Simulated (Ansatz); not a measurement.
C2H6GeTe, SMILES `[CH2]1C[Te][GeH2]1` at its PBE0-D4/def2-TZVP geometry, where that method's forces vanish. Charge 0, multiplicity 1. Te: def2 effective core potential.

```xyz
10

C     0.5343    0.1440   -0.6201
C    -0.0785   -1.2439   -0.4086
Te   -0.6368   -1.2363    1.7100
Ge   -0.3311    1.1522    0.8383
H     1.6042    0.1276   -0.4024
H     0.3977    0.5299   -1.6328
H    -0.9975   -1.3779   -0.9764
H     0.5973   -2.0710   -0.6238
H    -1.6434    1.8659    0.4597
H     0.5537    2.1095    1.6562
```

What forces (eV/Å) does ωB97M-V/def2-TZVPP give on these atoms in Ansatz 0.2.0? (Estimate.)

Ansatz gave: 
```
C1   0.103  0.214 -0.074
C2  -0.115 -0.251  0.091
Te3  0.038  0.114 -0.117
Ge4 -0.036  0.017  0.042
H5  -0.075 -0.010 -0.020
H6   0.019 -0.036  0.090
H7   0.093  0.019  0.028
H8  -0.063  0.085 -0.004
H9   0.108 -0.068  0.033
H10 -0.072 -0.084 -0.069
```
